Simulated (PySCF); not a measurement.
## Finite-field polarisability of Be (beryllium, neutral)

[He] 2s2, closed-shell 1S. Calculation: PySCF 2.14, in aug-cc-pCVTZ-DK with one added diffuse shell each of s, p, d, f type (8s7p5d3f, 75 functions); scalar relativity by spin-free X2C-1e. Frozen: 1s2. Energy changes in a uniform field (μhartree):

```csv
axis,F (au),HF,MP2,CCSD,CCSD(T)
x,0.0021,-100.273,-93.601,-83.513,-83.513
x,0.0042,-401.429,-374.726,-334.352,-334.352
```

(1) Derive α along x at CCSD(T) from the two fields.

(2) And the mean polarisability at each level?

The same two fields give the second hyperpolarisability, to two digits from the fit; its basis error is larger: HF 35000, MP2 33000, CCSD 31000, CCSD(T) 31000 au.

Answers

(1) With ΔE = −αF²/2 − γF⁴/24, α = −(16 ΔE(F) − ΔE(2F))/(6F²) = 37.86 bohr³.

(2) HF 45.46, MP2 42.44, CCSD 37.86, CCSD(T) 37.86 bohr³. Reference: 37.74 ± 0.03 bohr³ (recommended; Schwerdtfeger and Nagle, table of static dipole polarizabilities (2023 update)).
